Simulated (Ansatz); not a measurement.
Consider the ligand exchange at the Sn–C bond: `C=[CH][SnH2][F]` + HBr → `[F][SnH2][Br]` + `C=C`.

Gas-phase electronic energies from Ansatz, PBE0-D4/def2-TZVP geometries. CCSD(T)/CBS is the MP2 limit (def2-TZVPP, def2-QZVPP) plus CCSD(T) − MP2 in def2-TZVPP, frozen cores. This one scheme is used for every species. Functionals use def2-TZVPP. B3LYP here is the variant with VWN-RPA as its local correlation; programs differ in this. Elements past krypton have def2 core potentials. For Br, Sn outer-core shells are correlated without core-valence functions, which leaves a few kJ/mol of doubt a bond. Scalar relativity is left out up to krypton. Each species was taken in one conformer, which may not be the lowest.

| level | ΔE (kJ/mol) |
| --- | --- |
| CAM-B3LYP-D4 | -119.7 |
| ωB97M-V | -119.2 |
| PBE-QIDH | -119.6 |
| revPBE | -120.4 |
| B3LYP | -124.7 |
| r2SCAN0 | -125.8 |
| SCS-MP2/def2-TZVPP | -112.3 |
| HF/def2-QZVPP | -138.6 |

Q: What does CCSD(T)/CBS give? (Estimate.)

A: Ansatz gave: -118.6 kJ/mol. The listed levels differ from it by -1.1, -0.6, -1.0, -1.8, -6.1, -7.2, 6.3, -20.0 kJ/mol.

Largest T1 diagnostic among the species: 0.013.

From BLYP to BHLYP (50 % exact exchange), in def2-TZVPP and without D4, ΔE moves by −6.9 kJ/mol. In def2-TZVPP, CCSD(T) changes the Hartree–Fock value by +28.4 kJ/mol (the triples alone add +2.7 kJ/mol) and MP2 by +27.1 kJ/mol. At CCSD(T), def2-SVP lies +3.2 kJ/mol from the extrapolated value and def2-TZVPP +9.2 kJ/mol.
